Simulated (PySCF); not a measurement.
Compound: CH7AsBOP.
Bonds: C1–O2, O2–B3, B3–P4, B3–As5. Hydrogens: H6, H7, H8 on C1; H9, H10 on P4; H11, H12 on As5.

Computed by this run: PBE0-D3(BJ)/def2-SVP geometry optimisation, gas phase (PySCF); density fitting, grid level 1; the optimiser is geomeTRIC in internal coordinates, started from a GFN2-xTB structure with every atom displaced at random (about 0.01 Å).

Step 0: E = -73976.7609 eV
```
atom  x, y, z in Å  |  force x, y, z in eV/Å
C1     -1.2914   -1.2283    0.0863   -0.683   1.944  -0.633
O2     -0.0016   -0.8006    0.3766    0.057  -0.886   0.240
B3      0.4931    0.4166    0.2306    0.934   0.385   0.043
P4     -0.5038    1.9240   -0.3821   -1.436  -0.190   1.521
As5     2.4102    0.5911    0.9355   -0.196   0.384   0.561
H6     -1.9691   -0.3344   -0.0850    0.379  -0.802   0.134
H7     -1.2883   -1.8281   -0.8150   -0.022  -0.456  -0.454
H8     -1.6692   -1.7853    0.9169   -0.407  -0.690   0.780
H9     -0.7640    1.4374   -1.6359   -0.387  -0.514  -1.238
H10     0.5342    2.6924   -0.7788    1.448   1.031  -0.439
H11     2.9520    1.1400   -0.3386    0.221   0.445  -0.504
H12     2.7988   -0.7865    0.5225    0.093  -0.650  -0.010
```

Step 1: E = -73976.9654 eV
```
atom  x, y, z in Å  |  force x, y, z in eV/Å
C1     -1.3357   -1.1993    0.0768    0.000  -0.310   0.178
O2     -0.0030   -0.8597    0.3696    0.099   0.126  -0.045
B3      0.5467    0.3599    0.2084   -0.208  -0.018   0.038
P4     -0.5112    1.8915   -0.3680    0.345   0.106  -0.457
As5     2.4309    0.6228    0.9516    0.250  -0.172  -0.338
H6     -1.9847   -0.3156   -0.0033   -0.048   0.114  -0.056
H7     -1.3748   -1.7790   -0.8616   -0.024   0.086   0.065
H8     -1.7176   -1.8344    0.8978    0.062   0.083  -0.179
H9     -0.8438    1.3858   -1.6814    0.097   0.140   0.328
H10     0.6020    2.7070   -0.8071   -0.401  -0.281   0.110
H11     2.9973    1.2538   -0.3335   -0.129  -0.120   0.263
H12     2.8950   -0.7945    0.5837   -0.044   0.245   0.091
```

Question: Estimate the geometry and energy of step 2. (The exact step hangs on the optimiser's Hessian estimate; all steps are aligned on step 1, rigid shifts and turns removed.)

Answer: E = -73976.9845 eV, largest force 0.132 eV/Å
```
atom  x, y, z in Å  |  force x, y, z in eV/Å
C1     -1.3347   -1.1976    0.0795   -0.033  -0.008   0.017
O2     -0.0008   -0.8583    0.3689    0.014   0.036   0.017
B3      0.5422    0.3627    0.2141   -0.013  -0.006   0.014
P4     -0.5065    1.8930   -0.3745    0.094   0.010  -0.091
As5     2.4367    0.6191    0.9485   -0.012  -0.011  -0.014
H6     -1.9840   -0.3075    0.0185    0.005  -0.014  -0.007
H7     -1.3805   -1.7478   -0.8728   -0.011   0.016  -0.016
H8     -1.7124   -1.8528    0.8788    0.027   0.008  -0.021
H9     -0.8419    1.3816   -1.6676   -0.001   0.013   0.059
H10     0.5884    2.6880   -0.8308   -0.077  -0.054   0.033
H11     2.9862    1.2408   -0.3261    0.004   0.016  -0.003
H12     2.9085   -0.7828    0.5963    0.003  -0.008   0.012
```

The energy changes by -0.0191 eV. The first-order estimate −F·Δx gives -0.0340 eV and the mean of the old and new forces, exact on a quadratic surface, -0.0190 eV. The step makes an angle of 65° with the force vector and moves no atom by more than 0.034 Å.

The cost below is that of the whole optimisation. Time: 78 s; peak memory 0.54 GiB. Hardware: one thread of an Arm Neoverse V1, on a shared host.
